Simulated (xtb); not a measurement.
AlH₂F, SMILES [F][AlH2]. All values are semi-empirical tight-binding results from xtb (GFN2-xTB unless named), good for trends rather than for accurate numbers. Coordinates come from a GFN2-xTB optimisation.

For metal compounds this method's bond lengths and energies can be far off.

Problem. Estimate the properties. (An estimate is asked for; the answer gives what the named calculation found.)

Solution. 
```yaml
point_group_as_xtb_finds_it: C2v
orbital_gap: 4.97 eV
zero_point_energy: 9.1 kcal/mol
G − E(el) at 298.15 K (modified RRHO): -5.4 kcal/mol
```
